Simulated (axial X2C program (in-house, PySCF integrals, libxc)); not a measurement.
Working with the constants of IrB⁺

A bond curve at the CCSD(T) level, two-component, was computed with an in-house relativistic program for diatomic molecules (basis Ir dyall-cv3z [13s14p9d6f4g], B dyall-v3z [7s6p2d1f] (cores contracted in-house)) for the state Ω = 7/2 (⟨Sz⟩ = 1.46, ⟨Lz⟩ = 2.04 at HF). Its fit gives Re = 1.8493 Å, ωe = 808.8 cm⁻¹, ωexe = 4.97 cm⁻¹ and αe = 3.533e-03 cm⁻¹; the masses are 192.9629 and 11.0093 u. Two-component means X2C with spin–orbit coupling and atomic mean-field Coulomb and Gaunt terms.

Correlated methods: 11 electrons correlated (number of frozen shells: Ir 5 s, 4 p, 2 d, 1 f; B 1 s), 271 virtual spin orbitals or spinors in MP2, 90 natural virtuals in coupled cluster.

Task: Find the reduced mass, Be and the force constant.

Result: From the CCSD(T) values: μ = 10.4151 u. Be = 16.8576/(μ Re²) = 0.4733 cm⁻¹. k = 5.8918×10⁻⁷ μ ωe² = 4.01 mdyn/Å.

Task: Where do the fundamental and the first overtone lie?

Result: ν(1←0) = ωe − 2ωexe = 798.9 cm⁻¹; ν(2←0) = 2ωe − 6ωexe = 1587.8 cm⁻¹.

Task: Estimate the centrifugal constant by the Kratzer relation.

Result: D = 4Be³/ωe² = 6.48e-07 cm⁻¹.

Task: A Morse curve ties αe to the other constants (Pekeris). How well does that hold?

Result: αe(Morse) = 6Be²/ωe × (√(ωexe/Be) − 1) = 3.723e-03 cm⁻¹; the CCSD(T) curve gives 3.533e-03 cm⁻¹, a ratio of 1.05.

Occupations by symmetry block were frozen at the best pattern of an incomplete PBE0 search. Coupled cluster ran in a truncated set of natural virtual spinors; the MP2 energy of the rest was added. (T) has no such correction and the atoms are truncated less, which lowers De at CCSD(T) by a hundredth of an eV or more. Other states lie close and PBE0, whose exact exchange favours high spin, may order them wrongly; the determinant shown need not be the ground state. The nearest other 2c determinant of the search, Ω = 3/2, lies 0.62 eV up at the distance of the search. With several unpaired electrons one determinant need not be a pure state.
